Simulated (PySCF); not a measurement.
A geometry optimisation, step by step.

Species: C₅H₆F₂.
Atom-mapped SMILES: `[CH2:1]=[CH:2][C@@:3]1([F:4])[CH2:5][C@@H:6]1[F:7]` (hydrogens: H8, H9 on C1; H10 on C2; H11, H12 on C5; H13 on C6)

Computed by this run: PBE0-D3(BJ)/def2-SVP geometry optimisation, gas phase (PySCF); density fitting, grid level 1; the optimiser is geomeTRIC in internal coordinates, started from a GFN2-xTB structure with every atom displaced at random (about 0.01 Å). 7 of its 10 geometries are shown. The frame can shift and turn from step to step; on so coarse a grid that alone can change the energy by a few meV, and forces under 0.02 eV/Å are noise.

Step 0: E = -10695.2799 eV, largest atomic force 1.762 eV/Å
```
atom  x, y, z in Å  |  force x, y, z in eV/Å
C1      2.300   -0.039   -0.247   -1.718   0.176   0.350
C2      1.046   -0.110    0.227    0.156  -0.110  -0.242
C3     -0.187    0.046   -0.595    1.196   0.161  -0.269
F4      0.112    0.300   -1.910   -0.544  -0.013   0.571
C5     -1.416   -0.765   -0.316    0.402   0.740   0.989
C6     -1.400    0.711   -0.002   -0.194  -0.475  -0.770
F7     -2.128    1.529   -0.779   -0.108   0.083  -0.435
H8      3.157   -0.127    0.375    0.803  -0.195   0.763
H9      2.458    0.194   -1.274    0.189   0.120  -1.087
H10     0.860   -0.309    1.284    0.023  -0.039   0.168
H11    -1.993   -1.061   -1.162   -0.519  -0.176  -0.870
H12    -1.402   -1.465    0.515    0.042  -0.225   0.135
H13    -1.401    1.080    1.011    0.274  -0.048   0.698
```

Step 2: E = -10695.2932 eV, largest atomic force 0.925 eV/Å
```
atom  x, y, z in Å  |  force x, y, z in eV/Å
C1      1.427    1.689    0.428    0.288  -0.108  -0.872
C2      0.769    0.524    0.435    0.051   0.213   0.620
C3     -0.160    0.040   -0.601   -0.412   0.403   0.225
F4     -0.421    0.936   -1.582    0.296  -0.121  -0.200
C5     -0.277   -1.417   -0.948   -0.237  -0.337   0.165
C6     -1.386   -0.759   -0.198    0.161   0.260  -0.057
F7     -2.501   -0.484   -0.905   -0.065  -0.029   0.051
H8      2.129    2.048    1.189   -0.312  -0.347   0.216
H9      1.409    2.300   -0.480   -0.232   0.104   0.040
H10     0.817   -0.116    1.323    0.095  -0.114  -0.007
H11    -0.542   -1.678   -1.975    0.138   0.134  -0.071
H12     0.344   -2.144   -0.419    0.133   0.056  -0.069
H13    -1.599   -0.948    0.861    0.095  -0.114  -0.041
```

Step 3: E = -10695.3630 eV, largest atomic force 0.716 eV/Å
```
atom  x, y, z in Å  |  force x, y, z in eV/Å
C1      1.419    1.672    0.374    0.085  -0.477   0.106
C2      0.778    0.498    0.469   -0.028   0.696  -0.164
C3     -0.158    0.046   -0.574   -0.295  -0.096   0.192
F4     -0.352    0.937   -1.576    0.112  -0.102  -0.019
C5     -0.281   -1.407   -0.937   -0.125  -0.293   0.126
C6     -1.392   -0.743   -0.194    0.088   0.251  -0.293
F7     -2.505   -0.458   -0.904   -0.045  -0.043   0.052
H8      2.096    2.009    1.157    0.035   0.032   0.140
H9      1.326    2.305   -0.510   -0.112  -0.029  -0.017
H10     0.857   -0.137    1.360    0.106   0.017  -0.125
H11    -0.511   -1.639   -1.981    0.068   0.096  -0.020
H12     0.343   -2.136   -0.413    0.054   0.023  -0.058
H13    -1.610   -0.956    0.856    0.058  -0.076   0.079
```

Step 4: E = -10695.3714 eV, largest atomic force 0.301 eV/Å
```
atom  x, y, z in Å  |  force x, y, z in eV/Å
C1      1.449    1.683    0.374   -0.084  -0.142   0.094
C2      0.756    0.547    0.419   -0.205  -0.220   0.009
C3     -0.193    0.055   -0.595    0.103   0.176   0.011
F4     -0.374    0.895   -1.641   -0.042   0.045  -0.023
C5     -0.289   -1.412   -0.917    0.017  -0.162   0.144
C6     -1.407   -0.743   -0.190   -0.033   0.091  -0.248
F7     -2.537   -0.508   -0.892    0.029  -0.020   0.067
H8      2.108    1.902    1.215    0.121   0.251  -0.053
H9      1.370    2.392   -0.452    0.019  -0.016  -0.026
H10     0.862   -0.112    1.288    0.046  -0.045   0.007
H11    -0.494   -1.655   -1.963    0.013   0.071  -0.011
H12     0.365   -2.108   -0.385   -0.028  -0.023  -0.018
H13    -1.606   -0.945    0.867    0.045  -0.007   0.047
```

Step 6: E = -10695.3920 eV, largest atomic force 0.096 eV/Å
```
atom  x, y, z in Å  |  force x, y, z in eV/Å
C1      1.435    1.671    0.378   -0.031  -0.033   0.005
C2      0.760    0.523    0.457    0.020   0.056  -0.019
C3     -0.182    0.053   -0.573    0.031  -0.013   0.053
F4     -0.345    0.910   -1.608   -0.008  -0.007  -0.018
C5     -0.291   -1.413   -0.917    0.014  -0.025   0.031
C6     -1.408   -0.736   -0.200   -0.052   0.015  -0.079
F7     -2.530   -0.479   -0.904    0.009  -0.012   0.033
H8      2.122    1.978    1.169    0.003  -0.004   0.001
H9      1.313    2.333   -0.482   -0.002   0.002   0.003
H10     0.884   -0.143    1.319    0.002   0.002  -0.005
H11    -0.478   -1.622   -1.974    0.001   0.026  -0.008
H12     0.344   -2.131   -0.392   -0.013  -0.011  -0.006
H13    -1.614   -0.953    0.854    0.026   0.003   0.009
```

Step 8: E = -10695.3931 eV, largest atomic force 0.027 eV/Å
```
atom  x, y, z in Å  |  force x, y, z in eV/Å
C1      1.429    1.676    0.381   -0.016  -0.005   0.001
C2      0.765    0.522    0.456    0.002   0.011  -0.004
C3     -0.175    0.047   -0.573    0.018  -0.014   0.000
F4     -0.332    0.897   -1.617    0.000   0.000  -0.005
C5     -0.295   -1.420   -0.916    0.000   0.027  -0.005
C6     -1.408   -0.733   -0.202   -0.009  -0.007   0.012
F7     -2.532   -0.470   -0.897   -0.003  -0.001   0.000
H8      2.114    1.985    1.173    0.004  -0.002   0.001
H9      1.300    2.342   -0.475   -0.001  -0.003   0.000
H10     0.896   -0.146    1.314    0.002   0.003   0.000
H11    -0.476   -1.613   -1.976    0.001  -0.004   0.002
H12     0.327   -2.150   -0.392    0.001  -0.003  -0.002
H13    -1.604   -0.946    0.854    0.001  -0.002  -0.001
```

Step 9: E = -10695.3931 eV, largest atomic force under 0.02 eV/Å
```
atom  x, y, z in Å  |  force x, y, z in eV/Å
C1      1.427    1.677    0.381   -0.003   0.003   0.000
C2      0.766    0.522    0.456    0.000   0.003  -0.001
C3     -0.174    0.046   -0.573    0.005  -0.009  -0.004
F4     -0.330    0.895   -1.618   -0.002   0.001  -0.001
C5     -0.295   -1.420   -0.916   -0.001   0.014  -0.001
C6     -1.407   -0.732   -0.202   -0.001  -0.002   0.008
F7     -2.532   -0.468   -0.896   -0.001  -0.002   0.000
H8      2.114    1.985    1.173   -0.001   0.000   0.000
H9      1.298    2.343   -0.475    0.000  -0.002  -0.001
H10     0.897   -0.146    1.314    0.002   0.000  -0.001
H11    -0.477   -1.613   -1.977    0.001  -0.004   0.001
H12     0.325   -2.152   -0.393    0.001  -0.001  -0.001
H13    -1.603   -0.946    0.855   -0.001  -0.002  -0.001
```

Problem. Summarise the path.

Solution. The energy falls by 0.1132 eV from step 0 to step 9; nine tenths of that is first reached at step 5. It rises by more than 0.2 meV at step 1. The largest force goes from 1.762 to under 0.02 eV/Å. Among the bonds C1–H8 changes most (a near tie, within 0.001 Å, with another), from 1.063 to 1.092 Å; the atoms move by 0.034 Å rms after alignment.

Problem. Follow the three bonds and two angles with the largest change from start to end.

Solution. 
```
step  E above end (eV)  largest force (eV/Å)  C1–H8 (Å)  C1–H9 (Å)  C5–H11 (Å)  F4–C3–C6 (°)  F7–C6–H13 (°)
   0            0.1132                 1.762      1.063      1.065       1.066         118.2          109.5
   1            0.1994                 2.186      1.107      1.105       1.092         111.0          112.4
   2            0.0999                 0.925      1.096      1.095       1.093         112.7          112.4
   3            0.0301                 0.716      1.089      1.092       1.094         114.3          112.4
   4            0.0217                 0.301      1.090      1.091       1.093         115.4          112.5
   5            0.0027                 0.192      1.092      1.092       1.093         115.3          112.5
   6            0.0011                 0.096      1.092      1.092       1.093         115.0          112.6
   7            0.0004                 0.053      1.092      1.093       1.093         114.9          112.6
   8            0.0000                 0.027      1.092      1.093       1.093         114.8          112.7
   9            0.0000            under 0.02      1.092      1.092       1.093         114.8          112.7
```

The cost below is that of the whole optimisation. Hardware: Intel Xeon 6975P-C, one thread, shared host. Cost: 43 s, 0.55 GiB resident at most.
